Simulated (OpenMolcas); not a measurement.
An OpenMolcas run meant for Ar V (ANO-RCC-VDZ, X2C; inactive shells 1s 2s 2p 3s; intended active space 2 electrons in 3 orbitals (3p)). One step of its input:

```
&RASSCF
FileOrb=start.orb
Symmetry=1
Spin=3
nActEl=2 0 0
Inactive=3 3
Ras2=0 3
CIRoot=5 5 1
SDav=3
CIMx=300
Iter=98 100
PrWF=0.3
OrbListing=Nothing
MaxOrb=0
Atom
>>> COPY $Project.JobIph JOB001
```

Lines from the output:

```
...
      Number of secondary orbitals               4
      Spin quantum number                      1.0
      State symmetry                             1
Orbital specifications:
      -----------------------

      Symmetry species                           1   2
                                                ag  au
      Frozen orbitals                            0   0
      Inactive orbitals                          3   3
      Active orbitals                            0   3
      RAS1 orbitals                              0   0
      RAS2 orbitals                              0   3
      RAS3 orbitals                              0   0
      Secondary orbitals                         1   3
      Deleted orbitals                           0   0
      Number of basis functions                  4   9
      Number of CSFs                             3
      Number of root(s) required                 5
 ************ ERROR ***********
  You can't ask for more roots
  than there are configurations
 ******************************
--- Stop Module: rasscf at  /rc=_RC_INPUT_ERROR_ ---
.####################.
.# User input error #.
.####################.
```

**Question.** What is wrong with the input?

**Answer.** CIRoot asks for more roots than the active space has configuration state functions.
